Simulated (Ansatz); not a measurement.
```xyz
11

C     0.914   -1.162    1.109
O     0.631   -0.353   -0.002
W    -0.726    0.828   -0.477
O     0.114    1.055   -2.140
F    -0.719    1.278    1.349
F    -1.359    2.567   -0.693
S    -2.388   -0.451   -0.729
H     0.720   -0.605    2.030
H     0.277   -2.051    1.085
H     1.964   -1.458    1.074
H     0.573    0.352   -2.606
```

The species carries charge 0 and has multiplicity 1. W: def2 effective core potential.

(1) List the CAM-B3LYP/def2-TZVPP orbital energies in eV (Ansatz 0.2.0). (Best estimate.)

Results:

(1) Ansatz gave: Occupied: -2420.07, -673.47, -673.40, -523.64, -523.50, -280.73, -218.14, -162.64, -162.62, -162.61, -86.99, -50.06, -50.02, -49.75, -33.87, -33.72, -30.39, -29.83, -21.37, -21.14, -17.14, -16.32, -15.72, -15.38, -15.20, -14.74, -14.20, -14.14, -13.71, -12.88, -12.47, -12.42, -11.42, -11.16, -10.93, -9.68, -9.52. Lowest empty: -1.90, -1.22, -1.13, -0.13, 0.99, 2.19, 2.57, 3.10.
